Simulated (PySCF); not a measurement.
This PySCF input asks for the NMR shieldings of SMILES [SiH3]C1=C[P@](C)(=S)C=C1C=C, C7H11PSSi; the geometry comes from GFN2-xTB.

```python
import basis_set_exchange as bse
import numpy as np
from pyscf import gto, dft
from pyscf.prop import nmr

atoms = """
C    -2.904488    1.117268   -0.340551
C    -1.646466    1.445828   -0.602356
C    -0.470776    0.744470   -0.109044
C     0.665804    1.404095    0.206471
P     1.837464    0.285352    0.992652
C     3.313149    0.129157   -0.095186
S     2.238212    0.653323    2.860433
C     0.759135   -1.119835    0.632846
C    -0.403991   -0.713904    0.094738
Si   -1.701864   -1.975012   -0.448317
H    -3.160569    0.268711    0.270245
H    -3.726396    1.708525   -0.706607
H    -1.432635    2.345083   -1.167943
H     0.794625    2.472977    0.164876
H     3.871027    1.063600   -0.042240
H     3.934934   -0.676432    0.294377
H     3.017655   -0.080422   -1.120811
H     1.011561   -2.137940    0.876965
H    -0.987444   -3.228866   -0.697116
H    -2.334731   -1.514164   -1.683311
H    -2.683126   -2.174872    0.619410
"""
names = dict.fromkeys(["C", "P", "S", "Si", "H"], "pcSseg-1")
basis = {el: gto.basis.parse(bse.get_basis(n, elements=[el], fmt="nwchem")) for el, n in names.items()}
mol = gto.M(atom=atoms, basis=basis, charge=0, verbose=0)
mf = dft.RKS(mol, xc="PBE0")
mf.grids.level = 2
mf.grids.alignment = dft.numint.BLKSIZE   # the property module wants whole blocks of grid points
mf.conv_tol = 1e-9
mf.kernel()

calc = nmr.RKS(mf)   # GIAO
C = mf.mo_coeff
Co = C[:, mf.mo_occ > 0]
resp = mf.gen_response(singlet=True, hermi=2)
def vind(x):   # induced exchange potential for any number of trial vectors
    d = np.einsum("pi,xij,qj->xpq", C, 2 * x.reshape(-1, C.shape[1], Co.shape[1]), Co, optimize=True)
    return np.einsum("xpq,pi,qj->xij", resp(d - d.transpose(0, 2, 1)), C, Co, optimize=True).ravel()
mo1, _ = nmr.rhf.solve_mo1(calc, with_cphf=vind)
sigma = calc.kernel(mo1)
for i, s in enumerate(sigma):   # ppm
    print("%2d %-2s %9.2f" % (i, mol.atom_pure_symbol(i), np.trace(s) / 3))
```

Q: Give the expected output.

A: 
```
 0 C      58.32
 1 C      44.19
 2 C      28.60
 3 C      48.20
 4 P     276.99
 5 C     163.79
 6 S     813.30
 7 C      27.80
 8 C      34.75
 9 Si    425.13
10 H      25.96
11 H      25.84
12 H      24.76
13 H      25.68
14 H      29.81
15 H      29.89
16 H      30.37
17 H      24.90
18 H      27.50
19 H      27.29
20 H      27.14
```

These numbers come from an equivalent density-fitted implementation of the same equations, which agrees with the script to about 0.01 ppm for H and up to a few tenths of a ppm for heavy atoms, so last digits may differ.

Q: Turn these shieldings into chemical shifts. δ = σ(ref) − σ, references computed at the same level: TMS for $^{13}$C (186.93 ppm) and $^{29}$Si (349.16 ppm) and $^{1}$H (31.72 ppm); $^{31}$P (318.38 ppm) against H3PO4; $^{33}$S (503.73 ppm) vs CS2.

A: Averaging equivalent atoms: C 7: 159.1; C 2: 158.3; C 8: 152.2; C 1: 142.7; C 3: 138.7; C 0: 128.6; C 5: 23.1; P 4: 41.4; S 6: -310; Si 9: -76.0; H 12: 6.96; H 17: 6.82; H 13: 6.04; H 11: 5.88; H 10: 5.75; H 18/19/20: 4.41; H 14/15/16: 1.69 ppm. Experimental scales use liquid or dissolved standards, which lie at an offset from isolated H3PO4.

Size and cost of the density-fitted run: 246 basis functions, 57 s wall time on 1 thread of an Arm Neoverse V1, shared host.
